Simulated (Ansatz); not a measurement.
System: trifluoro(isocyanato)silane, CF$_{3}$NOSi, net charge 0, singlet state. SMILES: O=C=N[Si](F)(F)F
Coordinates optimised at B3LYP-D3(BJ)/def2-TZVP (Ansatz, an electronic-structure program):
```xyz
7

O      3.2467    -0.1067    -0.2157
C      2.0996    -0.0895    -0.0398
N      0.9217    -0.0790     0.1757
Si    -0.7376     0.0254     0.0432
F     -1.4002    -0.2320     1.4439
F     -1.1694     1.4519    -0.4580
F     -1.2856    -1.0436    -0.9715
```

Quantity: atomisation energy (electronic, to ground-state atoms), in kJ/mol. Valence correlation only, unless marked. UHF or UKS for open shells. No spin-orbit coupling. No relativistic terms. The coupled-cluster limit lacks core correlation, which all-electron functionals hold. CBS marks a two-point X^-3 extrapolation of the correlation energy; Hartree-Fock from the larger set. [CCSD(T)-MP2]/basis is that difference in the basis named.

```json
[
 {"level": "SVWN5/def2-TZVPD", "program": "Ansatz", "atomisation energy (kJ/mol)": "4211.5"},
 {"level": "BLYP/def2-TZVPD", "program": "Ansatz", "atomisation energy (kJ/mol)": "3569.7"},
 {"level": "r2SCAN/def2-TZVPD", "program": "Ansatz", "atomisation energy (kJ/mol)": "3582.9"},
 {"level": "r2SCAN-D3(BJ)/def2-TZVPD", "program": "Ansatz + dftd3", "atomisation energy (kJ/mol)": "3586.6"},
 {"level": "B3LYP-D3(BJ)/def2-TZVPD", "program": "Ansatz + dftd3", "atomisation energy (kJ/mol)": "3543.9"},
 {"level": "PBE0/6-31G*", "program": "Ansatz", "atomisation energy (kJ/mol)": "3486.8"},
 {"level": "PBE0-D3(BJ)/def2-TZVPD", "program": "Ansatz + dftd3", "atomisation energy (kJ/mol)": "3547.5"},
 {"level": "r2SCAN0/def2-TZVPD", "program": "Ansatz", "atomisation energy (kJ/mol)": "3449.5"},
 {"level": "LC-wPBE-D4/def2-TZVPD", "program": "Ansatz + dftd4", "atomisation energy (kJ/mol)": "3591.6"},
 {"level": "B2PLYP/def2-TZVPD", "program": "Ansatz", "atomisation energy (kJ/mol)": "3545.0"},
 {"level": "MP2/CBS(aug-cc-pV(T+d)Z,aug-cc-pV(Q+d)Z)", "program": "Ansatz", "atomisation energy (kJ/mol)": "3791.1"},
 {"level": "SCS-MP2/6-31G*", "program": "Ansatz", "atomisation energy (kJ/mol)": "3374.7"},
 {"level": "SCS-MP2/cc-pwCVTZ", "program": "Ansatz", "atomisation energy (kJ/mol)": "3574.8"},
 {"level": "CCSD/aug-cc-pV(T+d)Z", "program": "Ansatz", "atomisation energy (kJ/mol)": "3383.5"},
 {"level": "CCSD/cc-pV(T+d)Z", "program": "Ansatz", "atomisation energy (kJ/mol)": "3352.3"},
 {"level": "CCSD/cc-pV(Q+d)Z", "program": "Ansatz", "atomisation energy (kJ/mol)": "3438.3"},
 {"level": "CCSD/CBS(aug-cc-pV(T+d)Z,aug-cc-pV(Q+d)Z)", "program": "Ansatz", "atomisation energy (kJ/mol)": "3490.4"},
 {"level": "CCSD(T)/STO-3G", "program": "Ansatz", "atomisation energy (kJ/mol)": "2356.4"},
 {"level": "RI-MP2/CBS(cc-pV(T+d)Z,cc-pV(Q+d)Z)+[CCSD(T)-MP2]/cc-pV(D+d)Z", "program": "Ansatz", "atomisation energy (kJ/mol)": "3579.8"},
 {"level": "RI-MP2/CBS(cc-pV(T+d)Z,cc-pV(Q+d)Z)+[CCSD(T)-MP2]/cc-pV(Q+d)Z", "program": "Ansatz", "atomisation energy (kJ/mol)": "3577.6"},
 {"level": "CCSD(T)/CBS(aug-cc-pV(T+d)Z,aug-cc-pV(Q+d)Z)", "program": "Ansatz", "atomisation energy (kJ/mol)": "3586.4"}
]
```
